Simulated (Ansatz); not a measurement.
```yaml
crystal:
  periodic: [false, false, false]
  atoms:
    - {symbol: C, position_ang: [3.907174, 0.353077, -1.124734]}
    - {symbol: C, position_ang: [2.905922, -1.058955, -0.849648]}
    - {symbol: C, position_ang: [2.051726, -1.132229, 0.175315]}
    - {symbol: C, position_ang: [1.788172, -0.172291, 0.595130]}
    - {symbol: I, position_ang: [-0.077248, -0.194132, 2.372897]}
    - {symbol: C, position_ang: [-1.813772, -0.272071, 1.210328]}
    - {symbol: C, position_ang: [-2.177978, -1.290996, 0.652126]}
    - {symbol: C, position_ang: [-3.196178, -1.309852, -0.236894]}
    - {symbol: C, position_ang: [-3.809525, -0.182205, -0.457105]}
    - {symbol: C, position_ang: [-3.249580, 1.108665, -0.432674]}
    - {symbol: C, position_ang: [-1.864565, 0.943497, 0.870415]}
    - {symbol: C, position_ang: [2.032077, 1.492880, 0.882653]}
    - {symbol: C, position_ang: [3.337531, 1.728773, -0.188346]}
    - {symbol: H, position_ang: [4.535619, 0.742928, -1.732500]}
    - {symbol: H, position_ang: [3.444070, -1.627530, -1.799648]}
    - {symbol: H, position_ang: [1.546334, -1.921366, 0.496400]}
    - {symbol: H, position_ang: [-1.727194, -2.481612, 0.974791]}
    - {symbol: H, position_ang: [-3.816798, -2.306327, -0.651157]}
    - {symbol: H, position_ang: [-4.484488, -0.135062, -1.520568]}
    - {symbol: H, position_ang: [-3.349308, 2.161638, -0.593503]}
    - {symbol: H, position_ang: [-1.326454, 1.749018, 0.751610]}
    - {symbol: H, position_ang: [1.804570, 2.183173, 1.316651]}
    - {symbol: H, position_ang: [3.563468, 2.391020, -0.719549]}
basis:
  gaussian: {orbitals: def2-TZVP}
total_charge: 1
hamiltonian: {xc: {name: B97M-V}, pseudopotentials: {relativity: none}}
scf: {omitted_lower_state_checks: [starts]}
```

```sh
$ ansatz run in.yaml --threads 4 --pin off --events-out ev --progress --plain --max-ram 6963MiB
```

Output, abridged:

```
Functional definition: B97M-V
2967 factors; their error is unknown
mean field evaluation 1: about -20576.7517 eV, gradient 1.7e2 eV
mean field evaluation 2: about -18872.3597 eV, gradient 7.1e2 eV
mean field evaluation 4: about -20592.5830 eV, gradient 1.5e2 eV
mean field evaluation 8: about -20680.7963 eV, gradient 7.9e0 eV
mean field evaluation 16: about -20680.9744 eV, gradient 5.3e-2 eV
mean field -20680.88607662 eV, -760.0085453079 hartree, gradient 4.2e-5 eV, S^2 0.000000; 0 other end points of the search recorded, 0 dependent functions left out
reference -20680.88616827 eV, -760.0085486757 hartree; 53, 53 occupied and 429, 429 virtual orbitals, 2967 factors
Total energy: -20680.88616827 eV, -760.0085486757 hartree
Checks for a lower state left out: starts
```

Run time 22 s (4 threads of Intel Xeon 6975P-C on a shared host), peak host memory 1.5 GiB.

In the def2 sets I takes a core potential; there is no spin–orbit coupling.
